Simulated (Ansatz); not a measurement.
Consider the redistribution: `C[NH][InH2]` + `NC[O][GeH3]` → `NC[O][InH2]` + `C[NH][GeH3]`.

Gas-phase electronic energies from Ansatz, PBE0-D4/def2-TZVP geometries. CCSD(T)/CBS is the MP2 limit (def2-TZVPP, def2-QZVPP) plus CCSD(T) − MP2 in def2-TZVPP, frozen cores. def2 core potentials past Kr. For Ge, In outer-core shells are correlated without core-valence functions, which leaves a few kJ/mol of doubt a bond. Scalar relativity is left out up to krypton. Each species was taken in one conformer, which may not be the lowest.

```tsv
species	SCS-MP2/def2-TZVPP energy (Eh)
`C[NH][InH2]`	-285.69836
`NC[O][GeH3]`	-2247.57341
`NC[O][InH2]`	-360.82637
`C[NH][GeH3]`	-2172.44190
```

Q: Work out ΔE.

A: ΔE = (-360.82637) + (-2172.44190) − (-285.69836) − (-2247.57341) = 0.00350 Eh = +9.2 kJ/mol. CCSD(T)/CBS gives +5.1 kJ/mol.

Largest T1 diagnostic among the species: 0.016.
